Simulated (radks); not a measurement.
Ionisation of neutral cobalt, [Ar] 3d7 4s2, to [Ar] 3d8 as the strength of local exchange is varied. Method: scalar-relativistic Kohn-Sham, Slater X-alpha exchange (alpha = 2/3 is LDA exchange), no correlation, spin-polarised, spherical densities, point nucleus; open shells are filled with parallel spins first; computed with a radial shooting solver on a logarithmic mesh with Libxc functionals.

| alpha | E(Co) (hartree) | exchange (hartree) | IE (eV) | -e of the level emptied (eV) | <r> of it (bohr) |
|---|---|---|---|---|---|
| 0.64 | -1386.36893 | -52.36392 | 7.467 | 4.188 (4s) | 3.058 |
| 0.689 | -1390.38680 | -56.54275 | 7.433 | 4.459 (4s) | 3.022 |
| 0.773 | -1397.30264 | -63.76172 | 7.332 | 4.942 (4s) | 2.962 |
| 0.827 | -1401.76721 | -68.43922 | 7.240 | 5.264 (4s) | 2.924 |
| 0.872 | -1405.49881 | -72.35902 | 7.147 | 5.539 (4s) | 2.893 |
| 1.045 | -1419.93869 | -87.61280 | 6.643 | 6.655 (4s) | 2.779 |
| x | -1388.58136 | -54.66359 | 7.450 | 4.337 (4s) | 3.038 |

Which alpha was used in the last row?

Answer. alpha = 0.667. NIST Atomic Spectra Database: 7.881 eV (measured). The central value is not met in this range of alpha. Open shells are spherical and high-spin; term and fine-structure splittings are not resolved.
